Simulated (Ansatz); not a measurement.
Geometry optimisation, RKS LDA/6-31G in Ansatz 0.2.0.

Input file:

```yaml
crystal:
  periodic: [false, false, false]
  atoms:
    - { symbol: Si, position_ang: [0.0, 0.0, 0.0] }
    - { symbol: Cl, position_ang: [0.0, 0.0, 2.13] }
    - { symbol: Cl, position_ang: [2.0086, 0.0, -0.7093] }
    - { symbol: Cl, position_ang: [-1.0032, 1.7381, -0.7093] }
    - { symbol: O, position_ang: [-0.7913, -1.3709, -0.5594] }
    - { symbol: C, position_ang: [-1.5365, -2.2685, 0.2501] }
    - { symbol: H, position_ang: [-1.2251, -2.1576, 1.3097] }
    - { symbol: H, position_ang: [-2.6187, -2.04, 0.1571] }
    - { symbol: H, position_ang: [-1.349, -3.3106, -0.083] }
basis:
  gaussian: { orbitals: "6-31G" }
hamiltonian:
  xc: lda
relax:
  f_tol: 0.02
  max_steps: 40
output:
  orbitals: {}
```

Run as:

```bash
$ ansatz run input.yaml --threads 1 --pin off --max-ram 2048MiB --backend cpu --events-out ev --progress --plain --runs-dir out
```

Where does it end, and by what steps?

It converged. The force dipped under the threshold on the way, but the program's further checks kept it going. Limits of this set-up: no polarisation functions. After 10 steps the energy has fallen by 0.082 eV; O5 moved furthest, 0.58 Å.

| step | energy less start (eV) | largest force component (eV/Å) | accepted |
| --- | --- | --- | --- |
| 0 | 0.0000 | 0.587 | yes |
| 1 | -0.0459 | 0.305 | yes |
| 2 | -0.0526 | 0.106 | yes |
| 3 | -0.0563 | 0.110 | yes |
| 4 | -0.0678 | 0.061 | yes |
| 5 | -0.0679 | 0.378 | yes |
| 6 | -0.0802 | 0.064 | yes |
| 7 | -0.0816 | 0.008 | yes |
| 8 | -0.0821 | 0.053 | yes |
| 9 | -0.0817 | 0.037 | no |
| 10 | -0.0823 | 0.009 | yes |

```xyz
9
Properties=species:S:1:pos:R:3
Si 0.116 -0.057 0.088
Cl 0.314 0.229 2.210
Cl 1.981 0.221 -0.885
Cl -1.330 1.362 -0.630
O -0.366 -1.637 -0.260
C -1.582 -2.254 0.230
H -1.587 -2.289 1.336
H -2.473 -1.707 -0.131
H -1.588 -3.278 -0.173
```

Whether the end is a true minimum wasn't checked by a vibrational analysis.

The run took 48 s on 1 thread of Arm Neoverse V1, on a shared host, peak memory 0.17 GiB.
